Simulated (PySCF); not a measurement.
disilazane (H7NSi2), SMILES [SiH3]N[SiH3]. Coordinates come from a PBE-D3(BJ)/def2-SVP optimisation.

Computed equilibrium geometry at PBE-D3(BJ)/def2-SVP (PySCF confirms it by a frequency run) as a Z-matrix, and its point group:
point group Cs.
```
N
H 1 1.0259
Si 1 1.7537 2 115.33
Si 1 1.7537 2 115.33 3 -171.67
H 4 1.5022 1 107.19 2 -169.23
H 3 1.5022 1 107.19 2 169.23
H 4 1.5067 5 110.10 1 -119.83
H 3 1.5067 6 110.10 1 119.83
H 4 1.5100 5 108.43 7 -116.86
H 3 1.5100 6 108.43 8 116.86
```
